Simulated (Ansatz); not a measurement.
Molecule: LaCl$_{2}$ (charge 0, doublet). The spin state was set by rule; other spins were not relaxed. 
Structure (B3LYP-D3(BJ)/def2-TZVP (Ansatz, an electronic-structure program) minimum search):
```xyz
3

La     0.3319    -0.0054     0.3948
Cl     1.1091     0.3714    -2.0574
Cl    -2.2221    -0.3531     0.7338
```
Charge 0, spin multiplicity 2.

Basis-set convergence of Hartree-Fock and CCSD(T) correlation energies (hartree) with Ansatz. Cores are frozen in the correlated levels unless marked. UHF or UKS for open shells. No spin-orbit coupling. The frozen core is the preceding noble-gas configuration, with the filled d and f shells of earlier blocks. In def2 rows, elements after Kr have scalar-relativistic effective core potentials.

| basis | functions | E(HF) | E(corr, CCSD(T)) |
|---|---|---|---|
| def2-SVPD | 89 | -950.04609 | -0.35857 |
| def2-TZVPPD | 161 | ___ | ___ |

Q: What belongs in the gaps?

A: 
- def2-TZVPPD, E(HF): -950.34700
- def2-TZVPPD, E(corr, CCSD(T)): -0.47362
